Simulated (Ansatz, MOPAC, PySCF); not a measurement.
Noncovalent pair: HF (SMILES F) (first 2 atoms) with HI (SMILES I); geometry from B3LYP-D3(BJ)/def2-TZVP, rigid monomers moved along the line of their centres of mass till H2···I3 is 3.04 Å.
(charge 0, multiplicity 1):
```json
[
 {"atom": "F", "x (Å)": "-0.0701", "y (Å)": "0.4750", "z (Å)": "-0.2412"},
 {"atom": "H", "x (Å)": "0.0048", "y (Å)": "0.0346", "z (Å)": "0.5765"},
 {"atom": "I", "x (Å)": "0.2442", "y (Å)": "-1.2023", "z (Å)": "3.3403"},
 {"atom": "H", "x (Å)": "0.2055", "y (Å)": "0.2700", "z (Å)": "4.0069"}
]
```

Interaction energies are E(AB) − E(A) − E(B) at the monomers' geometry in the complex; basis-set methods are counterpoise corrected. Rows marked so take none.

Correlated levels freeze the cores. Filled d and f shells under p-block atoms count as core. CBS(a, b) extrapolates the correlation energy as X⁻³ and adds the Hartree–Fock energy of set b. Rows in 3-21G, STO-3G carry no dispersion term and start afresh at each structure; the Pople sets are all-electron and without relativity. The state that AM1, PM3, PM6, PM7 reach isn't checked; PM7 holds dispersion and hydrogen-bond terms.

The values were computed with Ansatz (an electronic-structure program) with Gaussian orbitals; MOPAC for AM1, PM3, PM6, PM7 (differences of heats of formation); PySCF for 3-21G rows, STO-3G rows, the dispersion terms. Values without a source in brackets are computed. In def2 rows elements past Kr take small-core potentials, without spin–orbit coupling.

Other levels give for the interaction energy: PBE/def2-TZVPPD -10.2; B3LYP/def2-TZVPPD -7.8; B3LYP-D3(BJ)/def2-TZVPPD -10.7; wB97M-V/def2-TZVPPD -9.2; CCSD(T)/CBS(def2-TZVPPD, def2-QZVPPD) -8.9 kJ/mol.

Problem. What do these common cheap choices give for the same quantity: AM1, PM3, PM6, PM7, HF/STO-3G (no counterpoise), HF/3-21G (no counterpoise), B3LYP/3-21G (no counterpoise)?

Solution. AM1 -1.3; PM3 3.5; PM6 -7.1; PM7 1.1; HF/STO-3G (no counterpoise) -4.4; HF/3-21G (no counterpoise) -6.0; B3LYP/3-21G (no counterpoise) -9.6 kJ/mol. They span -9.6 to 3.5 kJ/mol.
